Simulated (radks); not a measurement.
Cd XLII, configuration [He] 2s2 2p3. All-electron calculation, scalar-relativistic Kohn-Sham, PBE, spin-unpolarised, spherical densities, point nucleus. Program: a radial shooting solver on a logarithmic mesh with Libxc functionals.

Normalised radial functions P(r) = r R(r), r in bohr:

r	1s
0.00169	1.2190
0.00186	1.3228
0.002048	1.4343
0.002236	1.5435
0.002461	1.6705
0.002709	1.8061
0.002982	1.9503
0.003283	2.1032
0.003613	2.2649
0.003977	2.4350
0.004378	2.6134
0.004819	2.7995
0.005305	2.9924
0.005839	3.1911
0.006428	3.3943
0.007075	3.6002
0.007788	3.8068
0.008573	4.0114
0.009437	4.2111
0.01031	4.3869
0.01134	4.5672
0.01249	4.7313
0.01374	4.8746
0.01513	4.9920
0.01665	5.0785
0.01833	5.1291
0.02018	5.1388
0.02221	5.1035
0.02445	5.0195
0.02691	4.8847
0.02963	4.6982
0.03261	4.4610
0.0359	4.1763
0.03951	3.8494
0.04349	3.4880
0.0475	3.1345
0.05228	2.7353
0.05755	2.3337
0.06335	1.9425
0.06973	1.5735
0.07676	1.2370
0.08449	0.9410
0.093	0.6904
0.1024	0.4867
0.1127	0.3285
0.124	0.2112
0.1365	0.1288
0.1503	0.0741
0.1654	0.0400
0.1821	0.0201
0.2005	0.0094
0.2189	0.0043
0.241	0.0017
0.2652	0.0006
0.292	0.0002
0.3214	0.0001
0.3538	0.0000
0.3894	0.0000
0.4286	0.0000

1s: eigenvalue -29772 eV, 0 radial nodes, <r> = 0.0303 bohr, 90 % of the charge inside 0.0544 bohr.
